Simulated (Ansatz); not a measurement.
A nudged elastic band was laid between two geometries of AlF2HO + H2 (7 atoms, charge 0, multiplicity 1).

Computed with RKS PBE-D4/def2-SVP in Ansatz.

```yaml
movable_images: 5
climbing_image: yes
spring: 5.0 eV/Å²
optimiser: quadratic models (default)
start_path: through a guess of the saddle point
force_threshold: 0.2 eV/Å
iteration_limit: 60
end_points: relaxed
```

Initial state:

```xyz
7
Properties=species:S:1:pos:R:3
Al -0.056 -0.053 0.257
O -0.057 -0.491 1.906
H -0.872 -0.711 2.382
F 1.390 0.000 -0.570
F -1.468 0.069 -0.628
H 0.248 2.138 0.483
H 0.053 1.896 1.196
```

Final state:

```xyz
7
Properties=species:S:1:pos:R:3
Al 0.093 0.545 -0.100
O -0.017 0.133 1.859
H -0.897 -0.310 1.859
F 1.421 -0.335 -0.637
F -1.414 -0.229 -0.272
H 0.148 2.133 -0.130
H -0.095 0.911 2.447
```

Task: What changes between the two ends?

Result: Bonds broken: H6–H7. Bonds formed: Al1–H6, O2–H7. AlF2HO + H2 becomes AlF2H3O.

Task: Give the energies along the band, and the barrier.

Result: The run converged. The highest image is number 3 of 0 to 6, 61.9 kJ/mol above the first end and 67.9 kJ/mol above the last; the last end lies 5.9 kJ/mol below the first. The threshold of 0.2 eV/Å is loose, so the images may lie well off the minimum-energy path. The order of the stationary point at the top wasn't checked. The orbitals stay closed-shell, which can raise the energy where a bond breaks towards radicals; this wasn't checked here.

```tsv
image	path coordinate (Å)	energy (kJ/mol)	H6–H7 (Å)	Al1–H6 (Å)	O2–H7 (Å)
0	0.00	0.0	0.78	2.22	2.49
1	0.43	3.3	0.78	2.20	2.19
2	0.86	24.9	0.82	2.00	1.75
3	1.28	61.9	1.05	1.78	1.30
4	1.81	20.2	1.67	1.63	1.01
5	2.33	-0.2	2.31	1.60	0.98
6	2.85	-5.9	2.86	1.59	0.98
```

Task: What is the geometry of the highest image?

Result: 
```xyz
7
Properties=species:S:1:pos:R:3:forces:R:3
Al 0.023 0.257 0.044 0.04 -0.03 0.02
O 0.023 -0.047 1.868 -0.18 0.01 -0.10
H -0.856 -0.279 2.231 0.08 -0.08 0.08
F 1.439 -0.108 -0.758 0.01 0.01 0.02
F -1.453 -0.068 -0.672 0.00 0.02 0.03
H 0.056 1.883 0.755 0.01 0.01 -0.02
H 0.007 1.211 1.556 0.04 0.07 -0.02
```

Run time: 80 s on 1 thread of Arm Neoverse V1, on a shared host, peak memory 0.13 GiB.
